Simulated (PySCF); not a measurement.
Calcium: a sound run and one with changed settings

Sound run: Ca [Ar] 4s2, Ca⁺ [Ar] 4s1. All numbers are calculated (PySCF 2.14, no relativity, point nucleus, in def2-TZVP (6s5p3d, 36 functions)). In the sound run the correlated levels freeze [Ar]. The sound run starts from symmetry-adapted Hartree-Fock orbitals and uses a fine grid where one is needed.

A second run was set up differently.

| species | method | sound run (hartree) | changed run (hartree) | converged |
| --- | --- | --- | --- | --- |
| Ca | UHF | -676.74580 | -676.74580 | yes |
| Ca | LDA | -675.71488 | -675.71487 | no |
| Ca | M06-L | -677.53174 | -677.53150 | no |
| Ca | MP2 | -676.76432 | -676.75276 | yes |
| Ca | CCSD(T) | -676.77415 | -676.77415 | yes |
| Ca⁺ | UHF | -676.55768 | -676.55768 | yes |
| Ca⁺ | LDA | -675.48646 | -675.48646 | yes |
| Ca⁺ | M06-L | -677.30803 | -677.30803 | no |

Ionisation energy of Ca:

| method | sound run (eV) | changed run (eV) |
| --- | --- | --- |
| UHF | 5.119 | 5.119 |
| MP2 | 5.623 | 5.308 |
| SCS-MP2 | 5.724 | 5.346 |
| CCSD | 5.890 | 5.890 |
| CCSD(T) | 5.890 | 5.890 |
| CCSDT | 5.890 | 5.890 |
| FCI | 5.890 | 5.890 |

(1) What was changed?
A. basis contracted for another Hamiltonian
B. minimal basis
C. level shift left on
D. a valence shell is frozen

## Answers

(1) C. It used initial guess 1e, at most 50 SCF cycles, level shift 0.5 hartree. A level shift leaves the converged SCF energy unchanged but raises the virtual orbital energies, which shrinks MP2 if it is not removed.
